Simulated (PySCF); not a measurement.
**Gas-phase XPS of `C[O+](C)[AlH3-]`, computed**

Compound: C2H9AlO.
Structure used (PBE0-D3(BJ)/def2-SVP), in Å, numbered top down from 1:
```
atom  x, y, z in Å
C1    -0.3393    1.4249    0.2084
O2    -0.0797    0.0412    0.3869
C3    -1.2263   -0.7881    0.2894
Al4    1.6872   -0.6932   -0.2096
H5    -0.6969    1.6224   -0.8155
H6    -1.0925    1.7558    0.9401
H7     0.6052    1.9551    0.3808
H8    -1.6705   -0.7188   -0.7173
H9    -0.8977   -1.8173    0.4792
H10   -1.9660   -0.4861    1.0470
H11    1.6054   -2.1189    0.5199
H12    1.4607   -0.6777   -1.8013
H13    2.6322    0.4496    0.4001
```

Method used: delta-SCF UKS SCAN, pcX-2 on the ionised atom, pcseg-1 elsewhere, spin-free X2C in PySCF. Each binding energy is the total energy of the core-ionised species, with the hole localised on one atom, minus that of the ground state; both are solved self-consistently, so orbital relaxation is included.

Give the core binding energies atom by atom.

```tsv
atom(s)	bonded to	level	binding energy (eV)	count
C1/C3	O and 3 H	C 1s	293.31	2
O2	2 C and Al	O 1s	540.46	1
Al4	O and 3 H	Al 1s	1565.75	1
```

Which photon energy gives electrons from O 1s of O2 (atom 2) a kinetic energy of 50 eV, and what is their de Broglie wavelength?

hν = 540.46 + 50 = 590.46 eV, recoil neglected; λ = 12.264 Å/√(E/eV) = 1.73 Å.

The first atom of each set that the bonding makes equivalent was ionised and stands for the set. Geometry: PBE0-D3(BJ)/def2-SVP; no solvent, vibrations or thermal averaging.

The run took 22 s of wall time on one thread of an Arm Neoverse V1, no GPU, shared host, and the process peaked at 0.43 GiB of memory.
